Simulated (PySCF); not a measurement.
## Gas-phase XPS of `F[Si](F)(F)[SiH2]P`, computed

F₃H₄PSi₂.
Atom-mapped SMILES: `[F:1][Si:2]([F:3])([F:4])[SiH2:5][PH2:6]`

Theory: PySCF 2.14.0, delta-SCF UKS SCAN, pcX-2 on the ionised atom, pcseg-1 elsewhere, spin-free X2C. These are vertical core ionisation energies against the vacuum level, from separate self-consistent calculations with and without the core hole.

Q: Give the core binding energies atom by atom.

A: 
```csv
atom(s),bonded to,level,binding energy (eV),2p1/2 (eV),above the level's lowest (eV),count
Si5,"2 H, P and Si",Si 2p3/2,107.46,108.09,0.00,1
Si2,3 F and Si,Si 2p3/2,109.48,110.11,+2.02,1
P6,2 H and Si,P 2p3/2,136.95,137.84,0.00,1
F1/F3/F4,Si,F 1s,692.98,–,0.00,3
Si5,"2 H, P and Si",Si 1s,1847.13,–,0.00,1
Si2,3 F and Si,Si 1s,1849.71,–,+2.58,1
P6,2 H and Si,P 1s,2150.45,–,0.00,1
```

The listed Si 1s values span 2.58 eV, from Si5 (bonded to 2 H, P and Si) to Si2 (bonded to 3 F and Si).

The listed Si 2p3/2 values span 2.02 eV, from Si5 (bonded to 2 H, P and Si) to Si2 (bonded to 3 F and Si). Summing the Pauling electronegativity differences to the bonded atoms, each weighted by its formal bond order, gives +0.89 for the lowest site and +6.24 for the highest.

Q: Express the binding energy of F 1s of F1/F3/F4 in atomic units and per mole.

A: 692.98 eV = 25.4665 Eh = 66862 kJ/mol.

Q: What is the longest wavelength that can ionise F 1s of F1/F3/F4 vertically?

A: λ = hc/E = 12398.42 eV Å / 692.98 eV = 17.891 Å.

Topologically equivalent atoms share the value of their first member; where this conformer doesn't relate them by symmetry, their own values could differ. For 2p shells one spin-free hole was relaxed; a mean-field spin–orbit operator and the ground-state splitting of the three 2p orbitals were then diagonalised within the shell. The shell's mean is (2 × 2p3/2 + 2p1/2)/3, and the degeneracies 2j + 1 give areas of 2:1. 2p1/2 minus 2p3/2 (ligand field included): Si 0.63 eV (mean over sites), P 0.89 eV. The structure is a single GFN2-xTB conformer in the gas phase; no vibrational or solvent corrections.

The values belong to the conformer `[F:1][Si:2]([F:3])([F:4])[SiH2:5][PH2:6]`: F1–Si2–Si5–P6 59°, H–P6–Si5–Si2 -46°, H–P6–Si5–Si2 47°.
